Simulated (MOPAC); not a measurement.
Species: C2H8GeN, net charge 0, doublet state. SMILES: [CH3][Ge]([CH3])[NH2]

Atoms: C1, Ge2, C3, N4, H5, H6, H7, H8, H9, H10, H11, H12. Bonds: C1-Ge2, C1-H5, C1-H6, C1-H7, Ge2-C3, Ge2-N4, C3-H8, C3-H9, C3-H10, N4-H11, N4-H12.

Bond lengths (Å) and angles (degrees) optimised at PM6 with MOPAC; PM7 with MOPAC; MNDO with MOPAC, each started from the B3LYP-D3(BJ)/def2-TZVP structure (Ansatz) of the last column. A row stands for all coordinates that are equal there; 10 of 15 kinds are shown. No wavenumbers were computed at MNDO, so these may be saddle points.

```csv
coordinate,PM6,PM7,MNDO,B3LYP-D3(BJ)/def2-TZVP
C1-Ge2,1.921,1.883,1.931,1.987
C1-H5,1.096,1.093,1.107,1.092
C1-H6,1.094,1.092,1.107,1.090
Ge2-N4,1.775,1.749,1.829,1.868
N4-H11,1.007,0.987,0.988,1.012
C1-Ge2-C3,115.9,124.8,113.2,110.1
C1-Ge2-N4,111.4,117.6,109.9,104.5
Ge2-C1-H5,110.7,109.9,112.3,108.6
Ge2-C1-H6,111.9,109.5,111.9,110.8
Ge2-C1-H7,111.4,109.9,111.7,110.3
```

Mean signed difference of all 11 bond lengths from B3LYP-D3(BJ)/def2-TZVP: PM6 -0.019 Å, PM7 -0.033 Å, MNDO -0.009 Å.
